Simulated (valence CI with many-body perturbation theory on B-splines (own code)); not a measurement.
**E1 transitions of Ho LXII**

Computed by configuration interaction combined with many-body perturbation theory (CI+MBPT): four valence electrons over a frozen Dirac-Fock core [He], a basis of 11 s, 11 p, 9 d, 7 f, 5 g, 2 h, 1 i functions for each j, with the one-electron correlation potential Σ1, the two-electron term Σ2, the three-electron term Σ3, Breit, model QED; selected CI, second order for the rest (own B-spline code, finite nucleus).

The last digits are not significant, and no measured levels were compared; by estimate large intervals hold to a few tenths of a per cent, small ones and those within an open d or f shell to about a per cent. Among the levels kept, up to 280 cm⁻¹ of a level comes from second order outside the variational space, and about a tenth of that is noise between levels of different J, which matters for small intervals.

Lines 151 to 200 of 247 in falling wavelength, among levels below 9910.8 eV, chosen from the strongest by gf and those to the six lowest levels. Wavelengths and rates use the calculated energies. Electric multipoles are in the length gauge, E1 and E2 with the static RPA response of the core. Weak lines are less certain than strong ones. Lines between different terms over intervals too small for the method are left out, as are lines whose strength nearly cancels. The highest levels of a list are the least certain.

Levels are named by their leading jj configuration (3d3/2^4 stands for four electrons in 3d with j = 3/2), which in mixed levels can hold well under half, so a name can repeat and another be missing. Letters in brackets count levels of one name in rising energy.

| λ vac (Å) | Upper | Lower | A (s⁻¹) | S (a.u.) |
| --- | --- | --- | --- | --- |
| 1.564 | (2s 2p1/2 2p3/2 3p3/2) J=2 [b] | (2s^2 2p3/2^2) J=2 | 2.08e+12 | 1.96e-05 |
| 1.563 | (2s 2p1/2 2p3/2 3p3/2) J=3 [b] | (2s^2 2p3/2^2) J=2 | 1.41e+13 | 1.86e-04 |
| 1.559 | (2s 2p1/2^2 3p3/2) J=2 | (2s^2 2p1/2 2p3/2) J=1 | 1.75e+13 | 1.64e-04 |
| 1.553 | (2s 2p1/2 2p3/2 3p3/2) J=3 [c] | (2s^2 2p3/2^2) J=2 | 8.73e+12 | 1.13e-04 |
| 1.550 | (2s 2p1/2 2p3/2 3p3/2) J=2 [d] | (2s^2 2p3/2^2) J=2 | 2.41e+12 | 2.21e-05 |
| 1.516 | (2s 2p1/2 2p3/2 3s) J=2 [b] | (2s 2p1/2^2 2p3/2) J=1 | 5.14e+12 | 4.42e-05 |
| 1.513 | (2s 2p1/2 2p3/2 3s) J=2 [a] | (2s 2p1/2^2 2p3/2) J=2 | 2.43e+13 | 2.07e-04 |
| 1.508 | (2s 2p1/2 2p3/2 3s) J=1 [a] | (2s 2p1/2^2 2p3/2) J=2 | 2.69e+13 | 1.37e-04 |
| 1.507 | (2s 2p1/2 2p3/2 3s) J=0 | (2s 2p1/2^2 2p3/2) J=1 | 3.59e+13 | 6.08e-05 |
| 1.507 | (2s 2p1/2 2p3/2 3s) J=1 [b] | (2s 2p1/2^2 2p3/2) J=1 | 3.47e+13 | 1.76e-04 |
| 1.506 | (2s 2p1/2 2p3/2 3s) J=3 | (2s 2p1/2^2 2p3/2) J=2 | 3.47e+13 | 4.09e-04 |
| 1.506 | (2s 2p1/2 2p3/2 3s) J=2 [c] | (2s 2p1/2^2 2p3/2) J=1 | 2.40e+13 | 2.02e-04 |
| 1.502 | (2s^2 2p1/2 3s) J=1 | (2s^2 2p1/2^2) J=0 | 3.60e+13 | 1.81e-04 |
| 1.502 | (2s 2p1/2 2p3/2 3s) J=2 [b] | (2s 2p1/2^2 2p3/2) J=2 | 1.32e+13 | 1.10e-04 |
| 1.499 | (2s^2 2p3/2 3s) J=2 | (2s^2 2p1/2 2p3/2) J=2 | 2.23e+13 | 1.86e-04 |
| 1.498 | (2s^2 2p3/2 3s) J=1 | (2s^2 2p1/2 2p3/2) J=2 | 3.46e+13 | 1.72e-04 |
| 1.496 | (2s^2 2p3/2 3s) J=2 | (2s^2 2p1/2 2p3/2) J=1 | 1.64e+13 | 1.35e-04 |
| 1.494 | (2s^2 2p3/2 3s) J=1 | (2s^2 2p1/2 2p3/2) J=1 | 8.82e+12 | 4.36e-05 |
| 1.494 | (2s^2 2p3/2 3p3/2) J=1 | (2s 2p1/2^2 2p3/2) J=1 | 6.67e+12 | 3.29e-05 |
| 1.489 | (2s^2 2p3/2 3p3/2) J=2 | (2s 2p1/2^2 2p3/2) J=1 | 3.74e+12 | 3.05e-05 |
| 1.480 | (2s^2 2p3/2 3p3/2) J=3 | (2s 2p1/2^2 2p3/2) J=2 | 4.56e+12 | 5.10e-05 |
| 1.475 | (2s^2 2p3/2 3p3/2) J=2 | (2s 2p1/2^2 2p3/2) J=2 | 2.48e+12 | 1.97e-05 |
| 1.456 | (2s 2p1/2 2p3/2 3p1/2) J=1 [a] | (2s^2 2p1/2 2p3/2) J=2 | 2.71e+13 | 1.24e-04 |
| 1.453 | (2s 2p1/2 2p3/2 3p1/2) J=1 [a] | (2s^2 2p1/2 2p3/2) J=1 | 8.70e+13 | 3.95e-04 |
| 1.452 | (2s 2p1/2 2p3/2 3d3/2) J=2 [a] | (2s 2p1/2^2 2p3/2) J=1 | 1.51e+13 | 1.14e-04 |
| 1.452 | (2s 2p1/2 2p3/2 3d3/2) J=1 [a] | (2s 2p1/2^2 2p3/2) J=1 | 1.21e+13 | 5.49e-05 |
| 1.451 | (2s 2p1/2 2p3/2 3p1/2) J=2 [a] | (2s^2 2p1/2 2p3/2) J=1 | 2.22e+14 | 1.68e-03 |
| 1.450 | (2p1/2^2 2p3/2 3p1/2) J=1 | (2s 2p1/2^2 2p3/2) J=1 | 1.04e+14 | 4.69e-04 |
| 1.450 | (2p1/2^2 2p3/2 3p1/2) J=2 | (2s 2p1/2^2 2p3/2) J=1 | 3.01e+14 | 2.27e-03 |
| 1.449 | (2s 2p1/2 2p3/2 3p1/2) J=3 | (2s^2 2p1/2 2p3/2) J=2 | 3.32e+14 | 3.49e-03 |
| 1.447 | (2s 2p1/2^2 3p1/2) J=1 | (2s^2 2p1/2^2) J=0 | 3.87e+14 | 1.74e-03 |
| 1.444 | (2s 2p1/2 2p3/2 3p1/2) J=2 [b] | (2s^2 2p1/2 2p3/2) J=2 | 1.74e+14 | 1.29e-03 |
| 1.442 | (2s 2p1/2 2p3/2 3d3/2) J=2 [b] | (2s 2p1/2^2 2p3/2) J=1 | 2.08e+13 | 1.54e-04 |
| 1.441 | (2s 2p1/2 2p3/2 3p1/2) J=2 [b] | (2s^2 2p1/2 2p3/2) J=1 | 2.13e+13 | 1.57e-04 |
| 1.441 | (2s 2p1/2 2p3/2 3d3/2) J=1 [b] | (2s 2p1/2^2 2p3/2) J=1 | 3.59e+12 | 1.59e-05 |
| 1.439 | (2s 2p1/2 2p3/2 3d3/2) J=2 [a] | (2s 2p1/2^2 2p3/2) J=2 | 4.09e+14 | 3.00e-03 |
| 1.439 | (2s 2p1/2 2p3/2 3p1/2) J=1 [b] | (2s^2 2p1/2 2p3/2) J=2 | 9.33e+13 | 4.11e-04 |
| 1.439 | (2s 2p1/2 2p3/2 3d3/2) J=1 [a] | (2s 2p1/2^2 2p3/2) J=2 | 3.38e+14 | 1.49e-03 |
| 1.438 | (2s 2p1/2 2p3/2 3p1/2) J=2 [c] | (2s^2 2p1/2 2p3/2) J=2 | 1.63e+14 | 1.20e-03 |
| 1.438 | (2s 2p1/2 2p3/2 3d5/2) J=2 [a] | (2s 2p1/2^2 2p3/2) J=1 | 4.90e+12 | 3.59e-05 |
| 1.437 | (2s 2p1/2 2p3/2 3d3/2) J=3 [a] | (2s 2p1/2^2 2p3/2) J=2 | 2.69e+14 | 2.76e-03 |
| 1.437 | (2p1/2^2 2p3/2 3p1/2) J=1 | (2s 2p1/2^2 2p3/2) J=2 | 4.76e+14 | 2.09e-03 |
| 1.437 | (2p1/2^2 2p3/2 3p1/2) J=2 | (2s 2p1/2^2 2p3/2) J=2 | 2.75e+14 | 2.01e-03 |
| 1.436 | (2s 2p1/2 2p3/2 3p1/2) J=0 | (2s^2 2p1/2 2p3/2) J=1 | 3.45e+14 | 5.05e-04 |
| 1.436 | (2s 2p1/2 2p3/2 3p1/2) J=1 [b] | (2s^2 2p1/2 2p3/2) J=1 | 2.28e+14 | 1.00e-03 |
| 1.436 | (2s 2p1/2 2p3/2 3d5/2) J=1 | (2s 2p1/2^2 2p3/2) J=1 | 1.69e+14 | 7.40e-04 |
| 1.435 | (2s 2p1/2 2p3/2 3p1/2) J=2 [c] | (2s^2 2p1/2 2p3/2) J=1 | 6.54e+13 | 4.77e-04 |
| 1.432 | (2s 2p1/2 2p3/2 3d3/2) J=1 [c] | (2s 2p1/2^2 2p3/2) J=1 | 9.91e+13 | 4.31e-04 |
| 1.431 | (2s 2p1/2 2p3/2 3p1/2) J=1 [c] | (2s^2 2p1/2 2p3/2) J=2 | 1.61e+14 | 6.98e-04 |
| 1.431 | (2s 2p1/2 2p3/2 3d3/2) J=3 [b] | (2s 2p1/2^2 2p3/2) J=2 | 9.47e+14 | 9.59e-03 |
